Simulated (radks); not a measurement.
The aluminium ion Al10+, 3 electrons, occupied as [He] 2s1.

Method: Dirac Kohn-Sham, PBE, spin-unpolarised, spherical densities, point nucleus; computed with a radial shooting solver on a logarithmic mesh with Libxc functionals.

Energy parts (eV):
part                      energy
total                  -4827.691
kinetic                 4847.713
electron-nucleus      -10022.886
Hartree                  588.488
exchange-correlation    -241.005

Orbitals (lengths in bohr, moments of r in powers of bohr; r(90%) holds 90 % of the orbital's charge):
1s1/2: occ. 2; eigenvalue (eV) -1942.537; r(90%) 0.212; small-component weight 2.14e-03
2s1/2: occ. 1; eigenvalue (eV) -420.1507; r(90%) 0.780; small-component weight 4.48e-04
2p1/2: occ. 0; eigenvalue (eV) -398.4128; r(90%) 0.712; small-component weight 4.30e-04
2p3/2: occ. 0; eigenvalue (eV) -397.5764; r(90%) 0.714; small-component weight 4.29e-04
3s1/2: occ. 0; eigenvalue (eV) -174.3558; r(90%) 1.72; small-component weight 1.86e-04
3d3/2: occ. 0; eigenvalue (eV) -164.1043; r(90%) 1.47; small-component weight 1.73e-04
3d5/2: occ. 0; eigenvalue (eV) -164.0411; r(90%) 1.47; small-component weight 1.73e-04

The highest occupied level is 2s1/2 at -420.15 eV. Summed over all electrons, <r^2> = 0.3425 bohr^2, which gives a Langevin (diamagnetic) susceptibility term of -0.271 x 10^-6 cm^3/mol. For comparison, the ionisation energy in NIST's Atomic Spectra Database is 442.01 eV (theoretical). In exact Kohn-Sham theory the highest level is minus the ionisation energy, but local and semilocal functionals leave it too shallow, through self-interaction and a potential that decays too fast; potentials with the right tail come closer.

Beside tabulated values, note that spin-unpolarised runs miss the spin-polarisation part of the exchange energy of open shells.
